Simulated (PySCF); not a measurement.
**SbCl⁻ at UHF-MP2**

Computed with UHF-MP2; basis Sb def2-SVPD with ECP28, Cl def2-SVPD; scalar-relativistic core potentials; PySCF 2.14.

* state: ²Π (doublet), unpaired electrons π ↑
* bond length: 2.559 Å
* harmonic wavenumber: 269 cm⁻¹
* force constant: 1.16 mdyn/Å
* rotational constant Be: 0.09492 cm⁻¹
* anharmonicity ωexe: 1.23 cm⁻¹
* vibration–rotation constant αe: 0.000533 cm⁻¹
* well depth De to Sb + Cl⁻: 1.4 kcal/mol
* dissociation energy D0: 1.1 kcal/mol

Correlated steps freeze 9 core orbitals. The bond is weak. Basis-set superposition, not corrected here, can be much of De in a small basis, most of all at correlated wavefunction levels. These are scalar-relativistic numbers at best; spin–orbit coupling would shift them, the dissociation energy most. For an ion De counts to the pair picked by the measured ionisation energies or electron affinities, which need not be the lowest pair at this level. The state was picked by a PBE0 search and need not be the measured ground state.
